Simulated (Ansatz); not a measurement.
Ansatz (a quantum-chemistry and plane-wave program) input (B3LYP-D3(BJ)/def2-TZVP):

Ansatz 0.2 input:
```yaml
crystal:
  periodic: [false, false, false]
  atoms:
    - {symbol: B, position_ang: [0.18465070, 0.14267897, 0.06585628]}
    - {symbol: C, position_ang: [1.55590067, -0.01235981, -0.33260421]}
    - {symbol: C, position_ang: [-0.90444347, -1.06950514, 0.09747466]}
    - {symbol: N, position_ang: [-0.40015512, 1.46898064, 0.51837331]}
    - {symbol: H, position_ang: [2.01810148, -0.96704248, -0.60217528]}
    - {symbol: H, position_ang: [2.29222443, 0.79904120, -0.36673769]}
    - {symbol: H, position_ang: [-1.72020860, -0.91429768, -0.62067258]}
    - {symbol: H, position_ang: [-0.45387283, -2.03504036, -0.14373075]}
    - {symbol: H, position_ang: [-1.37651397, -1.17235340, 1.08006643]}
    - {symbol: H, position_ang: [0.16924146, 2.25768997, 0.23211101]}
    - {symbol: H, position_ang: [-1.34249775, 1.62674911, 0.17401205]}
basis:
  gaussian:
    orbitals: def2-TZVP
hamiltonian:
  xc: b3lyp
  dispersion: d3bj
total_charge: -1
relax: {f_tol: 0.002, max_steps: 150}
```

End of the output:

```
these checks for a lower state are left out or cut short: starts, cluster_reference, orbital_swaps, neighbouring_geometries, increment
integrals: 0.07 GiB planned
992 factors; their error is unknown
mean field: 0.69 GiB planned
mean field -4357.43727652 eV, -160.1328663352 hartree, gradient 1.8e-5 eV, S^2 0.000000; 0 other end points of the search recorded, 0 dependent functions left out
the calculation of the forces begins
reference -4357.43754964 eV, -160.1328763718 hartree; 16, 16 occupied and 150, 150 virtual orbitals, 992 factors
relax step   7: F+E_penalty+E_count = -4357.74393143 eV  Δ(F+E_penalty+E_count) = -4.474e-5 eV  max|allowed force component| = 4.628e-3 eV/Å  Δτ_max = 0.0037 Å  (32 SCF iters, accepted)
these checks for a lower state are left out or cut short: starts, cluster_reference, orbital_swaps, neighbouring_geometries, increment
integrals: 0.07 GiB planned
992 factors; their error is unknown
mean field: 0.69 GiB planned
mean field evaluation 64: about -4357.4371 eV, gradient 3.9e-1 eV
mean field -4357.43729878 eV, -160.1328671530 hartree, gradient 1.8e-5 eV, S^2 0.000000; 0 other end points of the search recorded, 0 dependent functions left out
the calculation of the forces begins
reference -4357.43757193 eV, -160.1328771911 hartree; 16, 16 occupied and 150, 150 virtual orbitals, 992 factors
relax step   8: F+E_penalty+E_count = -4357.74394126 eV  Δ(F+E_penalty+E_count) = -9.828e-6 eV  max|allowed force component| = 3.357e-3 eV/Å  Δτ_max = 0.0031 Å  (32 SCF iters, accepted)
these checks for a lower state are left out or cut short: starts, cluster_reference, orbital_swaps, neighbouring_geometries, increment
integrals: 0.07 GiB planned
992 factors; their error is unknown
mean field: 0.69 GiB planned
mean field -4357.43730341 eV, -160.1328673231 hartree, gradient 1.8e-5 eV, S^2 0.000000; 0 other end points of the search recorded, 0 dependent functions left out
the calculation of the forces begins
reference -4357.43757656 eV, -160.1328773611 hartree; 16, 16 occupied and 150, 150 virtual orbitals, 992 factors
relax step   9: F+E_penalty+E_count = -4357.74394463 eV  Δ(F+E_penalty+E_count) = -3.369e-6 eV  max|allowed force component| = 1.469e-3 eV/Å  Δτ_max = 0.0013 Å  (32 SCF iters, accepted)
integrals: 0.07 GiB planned
992 factors; their error is unknown
mean field: 0.69 GiB planned
mean field evaluation 96: about -4357.4373 eV, gradient 1.8e-3 eV
mean field -4357.43730341 eV, -160.1328673231 hartree, gradient 1.8e-5 eV, S^2 0.000000; 1 other end points of the search recorded, 0 dependent functions left out
the calculation of the forces begins
reference -4357.43757656 eV, -160.1328773611 hartree; 16, 16 occupied and 150, 150 virtual orbitals, 992 factors
Total energy: -4357.74421778 eV, -160.1441462182 hartree
Atom 0 at     0.178222     0.151512     0.052161 Å, force    -0.000772    -0.000279     0.001469 eV/Å
Atom 1 at     1.577245    -0.025620    -0.325420 Å, force    -0.000074     0.000388    -0.000354 eV/Å
Atom 2 at    -0.894168    -1.058954     0.093307 Å, force    -0.000741     0.000004    -0.000255 eV/Å
Atom 3 at    -0.413842     1.462166     0.480566 Å, force     0.000483    -0.001366    -0.000665 eV/Å
Atom 4 at     2.008783    -0.999699    -0.556893 Å, force    -0.000075     0.000416     0.000020 eV/Å
Atom 5 at     2.307029     0.787693    -0.365404 Å, force    -0.000295    -0.000491     0.000087 eV/Å
Atom 6 at    -1.748886    -0.879350    -0.578728 Å, force     0.000230     0.000251     0.000226 eV/Å
Atom 7 at    -0.446116    -2.012091    -0.205128 Å, force     0.000372     0.000290    -0.000206 eV/Å
Atom 8 at    -1.324732    -1.194019     1.096446 Å, force     0.000425     0.000123     0.000016 eV/Å
Atom 9 at     0.145663     2.268207     0.232407 Å, force     0.000511     0.001076     0.000051 eV/Å
Atom 10 at    -1.366771     1.624695     0.178659 Å, force    -0.000063    -0.000413    -0.000389 eV/Å
Dipole moment:    -0.638512     0.195086    -0.022581 e Å
```

It need not be the lowest isomer of its formula. Whether it binds its extra electron was not tested at this geometry.
